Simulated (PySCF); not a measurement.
Correlation energy of S⁺ (sulfur, charge +1)

[Ne] 3s1 3p4, high-spin 4P determinant (an excited configuration). Calculation: PySCF 2.14, in x2c-QZVPPall (9s6p4d2f1g, 70 functions); scalar relativity by spin-free X2C-1e. Frozen: 1s2; 13 electrons correlated.

| level | correlation energy (mhartree) |
| --- | --- |
| CCSD | -310.00 |
| (T) | -12.16 |
| CCSD(T) | -322.16 |

Diagnostics: T1 = 0.012, D1 = 0.0534, largest double amplitude 0.205.

Is a single reference adequate?

Not fully. A double-excitation amplitude exceeds 0.15, a sign of near-degeneracy.

This basis was not built for core-valence correlation, so the inner-shell part is incomplete.
